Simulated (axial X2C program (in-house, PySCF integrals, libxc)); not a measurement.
# FeCl⁺: properties at the nuclei

Calculated with an axial X2C code built on PySCF integrals: two-component X2C with atomic mean-field Coulomb and Gaunt terms, Gaussian nuclei, basis Fe dyall-cv3z, Cl dyall-av3z with contracted cores.

R = 2.051 Å (near the PBE0 minimum at charge 1 of the determinant lowest at the starting distance; the state shown can have its own minimum elsewhere).

Input and command:
```json
{"zs": [26, 17], "q": 1, "bas": ["dyall-cv3z", "dyall-av3z"], "r0": 2.15, "levels": ["PBE0", "HF", "BP86", "LDA", "TPSSh"], "nst": 3}
```
```bash
python soeom.py task.json out
```

Keys: zs atomic numbers; q charge; bas basis sets; r0 starting distance in Å; levels methods; nst determinants followed.

Determinant lowest in the PBE0 search, Ω = 4 (⟨Sz⟩ = 2.00, ⟨Lz⟩ = 2.00 at PBE0), spin on the atoms Fe 1.89, Cl 0.11:

```tsv
level	Eeff magnitude (GV/cm)	Ws magnitude Fe (kHz)	A∥/gI Fe (MHz)	qzz Fe (a.u.)	A∥/gI Cl (MHz)	qzz Cl (a.u.)
PBE0	0.587	0.0419	353	1.38	-6.73	1.43
BP86	0.553	0.0388	385	1.31	-9.97	1.24
LDA	0.532	0.0362	388	1.28	-11.8	1.20
TPSSh	0.592	0.0426	357	1.29	-5.51	1.32
```

Eeff is the effective electric field on the electron electric dipole moment in this Ω state and Ws the scalar–pseudoscalar constant of the nucleus named (defined with the proton number Z and per Ω); A∥ (defined per Ω) follows by multiplying with gI = μI/(I μN); qzz is the electric field gradient, eQq0 = 234.96 MHz × Q/barn × qzz. The operators were transformed with the bare-nucleus X2C matrices; with these basis sets, hyperfine constants and field gradients can be off by tens of per cent, and where levels differ in sign neither size nor sign is settled.

(1) With gI(57Fe) = 0.1809, Q(35Cl) = -0.08112 barn (g factors from the IAEA table of nuclear moments by Stone; Q from Pyykkö, Mol. Phys. 2018), turn the PBE0 values of the first state into constants in MHz.

Each state is one determinant with collinear spin, which with several unpaired electrons need not be a pure state. With several open shells hyperfine constants can be off by a factor of several. Open-shell Ω = 0 determinants with evenly filled partner blocks cannot be reached by this program, so the Ω shown need not be the lowest component. Left out as unconverged or as another state under the same occupation: HF in at least one table. States lie within half an eV, so the first need not be the ground state. Further determinants of the search, some of them spin-mixed, are not shown. Where a field gradient or hyperfine factor spreads by more than a factor of two over the levels, a constant derived from it is not to be relied on.

## Answers

(1) A∥(57Fe) = 353 × 0.1809 = 63.9 MHz; eQq0(35Cl) = 234.96 × (-0.08112) × (1.43) = -27.3 MHz.
